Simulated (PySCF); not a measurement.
SMILES O[Si](F)(F)S (H2F2OSSi) at its B3LYP/def2-SVP optimised geometry (Å):

```
7

O      0.9166    -0.8067     0.0000
Si    -0.7220    -0.8067     0.0000
F     -1.2985    -1.6221     1.2674
F     -1.2976    -1.6202    -1.2688
S     -1.3823     1.2045     0.0000
H      1.3823    -1.6526     0.0004
H     -0.1051     1.6526     0.0024
```

Calculation: B3LYP/def2-TZVP (PySCF). Cells within 0.4 Å of a nucleus heavier than hydrogen are left out (blank, or x).

Map of the LUMO amplitude (bohr^(-3/2)) on the plane z = 0.0 Å; orbital energy -0.33 eV, overall sign arbitrary:

```
|3333333333333333333333333333333|
|3333333333333333333333333333333|
|3333333333333334444433333333333|
|3333333333333344444443333333333|
|3333333322233444444444333333333|
|3333333222223445555444333333333|
|3333333221123456655544433333333|
|3333333211013467765544433333333|
|3334333210002579866544433333333|
|3344444320x12489866544433333333|
|344444554xxx1357665544433333333|
|344455566xxx0235555444433333333|
|3444556775200123444444333333333|
|3444556665200012344443333333333|
|3444556665310012333333333333333|
|3444555655421012233333333333333|
|3344455555432112233333333333333|
|334445555554xx2233xx33333333333|
|33444455555xxx333xxx23333333333|
|333444445543xx3334xx22333333333|
|3334444444433334433322333333333|
|3333444444333344333322333333333|
|3333333333333333333322333333333|
|3333333333333333333333333333333|
|3333333333333333333333333333333|
|3333333333333333333333333333333|
|3333333333333333333333333333333|
|3333333333333333333333333333333|
|3333333333333333333333333333333|
|3333333333333333333333333333333|
|3333333333333333333333333333333|
```
Scale: ten equal steps from -0.125 (start of '0') to 0.244 (end of '9'), in the order '0123456789'; x runs from -4.00 to 4.00, y from -4.00 (bottom) to 4.00 (top).
